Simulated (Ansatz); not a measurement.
Abridged output of a molecular run in Ansatz:

```
Functional definition: HF
1001 factors; integrals over basis functions are off by at most 1.2e-3 eV
mean field evaluation 1: about -56497.3297 eV, gradient 2.6e1 eV
mean field evaluation 2: about -56497.3353 eV, gradient 2.6e1 eV
mean field evaluation 4: about -56499.1958 eV, gradient 3.9e0 eV
mean field evaluation 8: about -56499.2352 eV, gradient 1.8e-4 eV
mean field -56499.23519573 eV, -2076.3085968860 hartree, gradient 1.2e-6 eV, S^2 0.000000; 0 other end points of the search recorded, 0 dependent functions left out
12 core orbitals not correlated: weight in the atoms' cores, before any rotation towards them, 1.000 or more for the frozen orbitals, at most 0.000 for the correlated occupied ones
reference -56499.23519573 eV, -2076.3085968860 hartree; 16, 16 occupied and 71, 71 virtual orbitals, 1001 factors
second order -18.29532727 eV of doubles, -0.00000000 eV of singles
cycle   1  -18.20348228 eV  change    9.2e-2 eV  update   1.1e-1
cycle   2  -18.81102976 eV  change   -6.1e-1 eV  update   3.4e-2
cycle   3  -18.93685756 eV  change   -1.3e-1 eV  update   1.6e-2
cycle   4  -18.92801106 eV  change    8.8e-3 eV  update   3.7e-3
cycle   5  -18.92789906 eV  change    1.1e-4 eV  update   2.1e-3
cycle   6  -18.92881233 eV  change   -9.1e-4 eV  update   7.5e-4
cycle   7  -18.92852440 eV  change    2.9e-4 eV  update   4.5e-4
cycle   8  -18.92837623 eV  change    1.5e-4 eV  update   1.9e-4
cycle   9  -18.92843336 eV  change   -5.7e-5 eV  update   7.2e-5
cycle  10  -18.92845653 eV  change   -2.3e-5 eV  update   2.7e-5
perturbative correction -0.61019050 eV, -0.0224240873 hartree
Total energy: -56518.77384276 eV, -2077.0266289207 hartree
```

Its atoms:

Cartesian coordinates in Å:
```
Ga 1.496 0.616 0.320
C -0.374 0.452 -0.273
C -1.057 -0.854 -0.192
O -1.333 0.139 0.758
H 2.505 1.551 -0.438
H 1.929 -0.243 1.558
H -0.781 1.132 -1.022
H -0.525 -1.727 0.182
H -1.860 -1.066 -0.893
```

Question: Which basis set was used?
A. def2-SVP
B. def2-QZVPP
C. cc-pV(T+d)Z
D. cc-pV(Q+d)Z

Answer: A. It gives 99 functions.

Question: Write the keys of the input that set method, charge and spin (a neutral closed shell needs none for the last two).

Answer: 
```yaml
correlation: {method: ccsd_t}
```
